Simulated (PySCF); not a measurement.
Computed IR spectrum (relative IR intensity) of a molecule C₄H₇FO₂. The structure is a stationary point at PBE-D3(BJ)/def2-SVP. One conformer was computed; it need not be the lowest. The numbers are results of PBE-D3(BJ)/def2-SVP (PySCF 2.14.0), not measurements. Frequencies are harmonic and unscaled.

ν (cm⁻¹): 209 (w), 248 (w), 276 (w), 300 (s), 349 (w), 540 (w), 563 (s), 588 (m), 671 (w), 693 (s), 807 (w), 839 (m), 929 (vw), 978 (m), 1036 (m), 1080 (m), 1125 (s), 1152 (vs), 1207 (m), 1239 (s), 1271 (w), 1310 (m), 1344 (m), 1362 (s), 1395 (w), 1408 (m), 1440 (m), 2971 (m), 3055 (w), 3059 (w), 3062 (m), 3076 (m), 3515 (vs), 3624 (s) (against the strongest line: vs over 80 %, s over 45 %, m over 15 %, w over 4 %, vw less)

**Question.** Which structure fits?
(A) CO/C=C(\F)OC
(B) C=C(F)OCOC
(C) C[C@@]1(F)[C@H](O)[C@@H]1O
(D) CCC1(F)OCO1

**Answer.** C, C[C@@]1(F)[C@H](O)[C@@H]1O
